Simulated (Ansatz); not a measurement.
```yaml
crystal:
  periodic: [false, false, false]
  atoms:
    - {symbol: Gd, position_ang: [-0.015690, 0.019170, -0.021037]}
    - {symbol: O, position_ang: [0.209348, 0.150805, 2.345503]}
    - {symbol: H, position_ang: [0.145860, 1.028507, 2.944940]}
    - {symbol: H, position_ang: [0.311089, -0.486538, 3.036346]}
    - {symbol: O, position_ang: [-0.201500, -0.172613, -2.288972]}
    - {symbol: H, position_ang: [-0.262837, 0.542440, -2.987782]}
    - {symbol: H, position_ang: [-0.159081, -0.999850, -2.911997]}
    - {symbol: O, position_ang: [2.341241, 0.183872, -0.104290]}
    - {symbol: H, position_ang: [2.956145, 0.224359, 0.552199]}
    - {symbol: H, position_ang: [2.876239, 0.115318, -0.985574]}
    - {symbol: O, position_ang: [-2.370937, -0.158181, 0.238541]}
    - {symbol: H, position_ang: [-2.884338, -0.113132, 0.949721]}
    - {symbol: H, position_ang: [-3.018595, -0.281667, -0.518900]}
    - {symbol: O, position_ang: [-0.213021, 2.362868, -0.120388]}
    - {symbol: H, position_ang: [-0.989768, 2.873123, -0.138813]}
    - {symbol: H, position_ang: [0.541493, 3.016015, -0.317022]}
    - {symbol: O, position_ang: [0.199273, -2.336337, 0.165095]}
    - {symbol: H, position_ang: [-0.502180, -3.012549, 0.286103]}
    - {symbol: H, position_ang: [0.959521, -2.888340, 0.153483]}
basis:
  gaussian: {orbitals: def2-SVP}
total_charge: 3
magnetization: {spin_polarized: false, initial_magnetization: 7}
hamiltonian: {xc: {name: BLYP}, dispersion: d3bj}
scf: {lower_state_search: off}
output: {forces: true}
```

```sh
$ ansatz run in.yaml --threads 4 --pin off --events-out ev --progress --plain --max-ram 6963MiB
```

It prints (some lines left out):

```
Functional definition: BLYP
basis functions trapped inside cores are left out: 1
2263 factors; their error is unknown
mean field evaluation 1: about -33202.2450 eV, gradient 2.1e2 eV
mean field evaluation 2: about -32516.8188 eV, gradient 7.0e2 eV
mean field evaluation 4: about -32506.8656 eV, gradient 9.0e2 eV
mean field evaluation 8: about -33273.3371 eV, gradient 2.5e0 eV
mean field -33273.37132531 eV, -1222.7738427041 hartree, gradient 5.8e-7 eV, S^2 15.750000; 0 other end points of the search recorded, 0 dependent functions left out
reference -33273.37193147 eV, -1222.7738649799 hartree; 50, 43 occupied and 171, 178 virtual orbitals, 2263 factors
Total energy: -33274.17343836 eV, -1222.8033198151 hartree
Atom 0 at    -0.015690     0.019170    -0.021037 Å, force     0.047156    -0.113517     0.907094 eV/Å
Atom 1 at     0.209348     0.150805     2.345503 Å, force    -0.459145     3.797032     0.203956 eV/Å
Atom 2 at     0.145860     1.028507     2.944940 Å, force     0.144578    -1.882403    -1.652135 eV/Å
Atom 3 at     0.311089    -0.486538     3.036346 Å, force     0.279403    -1.868540     1.381871 eV/Å
Atom 4 at    -0.201500    -0.172613    -2.288972 Å, force     0.089500    -1.059032    -2.345065 eV/Å
Atom 5 at    -0.262837     0.542440    -2.987782 Å, force    -0.034066    -0.072837     0.477889 eV/Å
Atom 6 at    -0.159081    -0.999850    -2.911997 Å, force    -0.085743     1.097164     1.229232 eV/Å
Atom 7 at     2.341241     0.183872    -0.104290 Å, force    -2.861558    -0.445499    -5.560075 eV/Å
Atom 8 at     2.956145     0.224359     0.552199 Å, force     3.668565     0.280629     3.883173 eV/Å
Atom 9 at     2.876239     0.115318    -0.985574 Å, force    -0.732049     0.163552     1.576667 eV/Å
Atom 10 at    -2.370937    -0.158181     0.238541 Å, force     3.632714    -0.441034    -6.528914 eV/Å
Atom 11 at    -2.884338    -0.113132     0.949721 Å, force    -4.117945     0.369035     6.027136 eV/Å
Atom 12 at    -3.018595    -0.281667    -0.518900 Å, force     0.447788     0.067315     0.455155 eV/Å
Atom 13 at    -0.213021     2.362868    -0.120388 Å, force     3.561185    -1.034020    -0.354791 eV/Å
Atom 14 at    -0.989768     2.873123    -0.138813 Å, force    -2.653917     1.836323    -0.002179 eV/Å
Atom 15 at     0.541493     3.016015    -0.317022 Å, force    -0.902290    -0.651423     0.309881 eV/Å
Atom 16 at     0.199273    -2.336337     0.165095 Å, force    -1.868164     1.198932    -0.004890 eV/Å
Atom 17 at    -0.502180    -3.012549     0.286103 Å, force    -0.557109    -0.012684     0.061060 eV/Å
Atom 18 at     0.959521    -2.888340     0.153483 Å, force     2.401099    -1.228992    -0.065066 eV/Å
Dipole moment:     0.024775     0.001805    -0.217921 e Å
Checks for a lower state left out: stability, starts, cluster_reference, orbital_swaps, neighbouring_geometries, increment
```

Run time 7.5 s (4 threads of Arm Neoverse V1 on a shared host).

In the def2 sets Gd takes a core potential; there is no spin–orbit coupling.

With spin_polarized false and unpaired electrons the run is restricted open-shell.

The dipole of an ion depends on the origin.
